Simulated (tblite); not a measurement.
I3Zr, doublet, geometry from GFN2-xTB (such geometries of metal compounds can be far from the true shape) (the multiplicity is a formal guess); GFN1-xTB (tblite).

tblite was given this input:
```
$ tblite run mol.xyz --method gfn1 --charge 0 --spin 1 --guess eeq --json tblite.json --no-restart

# file mol.xyz
4

Zr    -0.36838690     0.35251267     0.73412604
I     -1.91094093    -1.65624311    -0.43739609
I      0.06579663     2.21046464    -1.30217845
I      2.12317215    -0.82026883     1.18551715
```

Q: Predict the main parts of the log of this tblite run.

A: 
```
xTB calculator
 | screened Coulomb repulsion
 | Coulomb electrostatics
 |  * isotropic Klopman-Ohno-Mataga-Nishimoto electrostatics
 |  * onsite third-order electrostatics
 | DFT-D3(BJ) dispersion correction

halogen bonding energy    0.0000000000000E+00 Eh
repulsion energy          4.3220705612599E-02 Eh
dispersion energy        -2.7392145119977E-03 Eh
number of electrons       2.5000000000000E+01 e
integral cutoff           4.0000000000000E+01 bohr

------------------------------------------------------------
  cycle        total energy    energy error   density error
------------------------------------------------------------
      1     -14.09717575401  -1.4137657E+01   1.9145882E+00
      2     -13.12407246669   9.7310329E-01   9.7806676E-01
      3     -13.05903911976   6.5033347E-02   7.3470789E-01
      4     -24.34937441857  -1.1290335E+01   3.0617179E+00
      5     -13.27536265080   1.1074012E+01   2.8537622E-01
      6     -24.79105356282  -1.1515691E+01   3.1109508E+00
      7     -13.22096318455   1.1570090E+01   2.8731580E-01
      8     -23.93569057801  -1.0714727E+01   3.0873968E+00
      9     -13.23781143892   1.0697879E+01   3.1498786E-01
     10     -13.29853215944  -6.0720721E-02   1.6327516E-01
     11     -13.29628872558   2.2434339E-03   1.7170293E-01
     12     -13.29254213037   3.7465952E-03   1.8580138E-01
     13     -13.28616248161   6.3796488E-03   2.0824932E-01
     14     -13.28476820434   1.3942773E-03   2.1308448E-01
     15     -13.29340287178  -8.6346674E-03   1.7948113E-01
     16     -13.30682424914  -1.3421377E-02   1.0413266E-01
     17     -13.31244689629  -5.6226471E-03   3.4263830E-02
     18     -13.31299656737  -5.4967108E-04   9.6785554E-03
     19     -13.31305191682  -5.5349448E-05   3.3507264E-03
     20     -13.31305958892  -7.6720953E-06   1.7182641E-03
     21     -13.31306282278  -3.2338672E-06   2.5928490E-04
     22     -13.31306290465  -8.1862792E-08   7.4759679E-05
     23     -13.31306291120  -6.5505183E-09   2.3333558E-05
     24     -13.31306291174  -5.4572880E-10   6.2033850E-07
------------------------------------------------------------

electronic energy        -1.3353544402844E+01 Eh
total energy             -1.3313062911743E+01 Eh

Post processing:
 | Mayer-Wiberg bond orders

[Info] JSON dump of results written to 'tblite.json'
```
